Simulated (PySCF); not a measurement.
hexafluorocyclobutene (C4F6), SMILES FC1(C(F)(F)C(=C1F)F)F. Atoms are numbered in the order given.

```xyz
10

F     -1.5955     0.0000    -1.8962
C     -0.6724     0.0000    -0.9691
C      0.6724     0.0000    -0.9691
F      1.5955     0.0000    -1.8962
C      0.7858     0.0000     0.5339
F      1.3445    -1.0885     1.0932
F      1.3445     1.0885     1.0932
C     -0.7858     0.0000     0.5339
F     -1.3445     1.0885     1.0932
F     -1.3445    -1.0885     1.0932
```

Geometry: B3LYP-D3(BJ)/def2-SVP.

Two levels are set side by side: PBE/pcSseg-1 (PySCF) and B3LYP/pcSseg-1 (PySCF). GIAO shifts against CFCl3 (¹⁹F), TMS (¹³C) at the same level; non-relativistic, no solvent, atoms listed together averaged. Differences are taken from unrounded values.

```json
[
 {"quantity": "δ(¹⁹F) of F1, F4 (ppm)", "B3LYP": "-139.9"},
 {"quantity": "δ(¹³C) of C2, C3 (ppm)", "B3LYP": "150.6"},
 {"quantity": "δ(¹³C) of C5, C8 (ppm)", "B3LYP": "125.2"},
 {"quantity": "δ(¹⁹F) of F6, F7, F9, F10 (ppm)", "B3LYP": "-143.3"}
]
```

Problem. What does PBE give, and how far is it from B3LYP? (An estimate is asked for; the answer gives what the named calculation found.)

Solution. 
| quantity | PBE | PBE minus B3LYP |
|---|---|---|
| δ(¹⁹F) of F1, F4 (ppm) | -151.8 | -11.9 |
| δ(¹³C) of C2, C3 (ppm) | 148.2 | -2.3 |
| δ(¹³C) of C5, C8 (ppm) | 127.6 | 2.4 |
| δ(¹⁹F) of F6, F7, F9, F10 (ppm) | -159.7 | -16.4 |

Rough cost on one machine, each run with all the roots and properties that it gave: B3LYP against PBE within a factor of 2.
